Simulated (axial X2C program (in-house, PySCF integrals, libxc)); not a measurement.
Br₂: cheaper levels and CCSD(T), with spin–orbit coupling

Calculated with an axial X2C code built on PySCF integrals. Two-component (2c) means X2C with spin–orbit coupling and atomic mean-field two-electron Coulomb and Gaunt terms. Basis: Br dyall-cv3z [8s9p6d4f1g] (cores contracted in-house); Gaussian nuclei, density fitting, unrestricted open shells. Masses: Br 78.918 u.

State: Ω = 0 (closed shell); fragments Br + Br.

```tsv
level	Re (Å)	ωe (cm⁻¹)	De (eV)
PBE0	2.281	333.3	2.06
HF	2.274	352.2	0.339
MP2	2.283	335.7	1.87
CCSD	2.298	324.1	1.60
r2SCAN	2.294	322.3	n/a
```

Correlated methods: 14 electrons correlated (number of frozen shells: Br 3 s, 2 p, 1 d), 226 virtual spin orbitals or spinors in MP2, 90 natural virtuals in coupled cluster.

CCSD(T), same Hamiltonian and basis:

Re = 2.306 Å, ωe = 315.6 cm⁻¹, De = 1.74 eV; T1 = 0.008 (Lee–Taylor normalisation).

Problem. Give the differences from CCSD(T) in the columns below.

Solution. 

```
 level  ΔRe (Å)  Δωe (cm⁻¹)  ΔDe (eV)
  PBE0   -0.025          18      0.32
    HF   -0.032          37     -1.40
   MP2   -0.023          20      0.13
  CCSD   -0.008           8     -0.14
r2SCAN   -0.012           7       n/a
```

The state is one determinant whose occupation by symmetry is held fixed; it was picked as the lowest of a PBE0 search that is not exhaustive. Closed shells are restricted here (equal orbitals for both partners); the stretched side of such a curve lies too high. Dissociation energies refer to the lowest single-determinant-based atoms at the same level and basis. De is not given where an atomic determinant may have missed its ground term or J level, or where the truncated virtual space spoils (T). Coupled cluster ran in a truncated set of natural virtual spinors; the MP2 energy of the rest was added. (T) has no such correction and the atoms are truncated less, which lowers De at CCSD(T) by a hundredth of an eV or more. Without a current term, density functionals place determinants with orbital angular momentum somewhat too high.
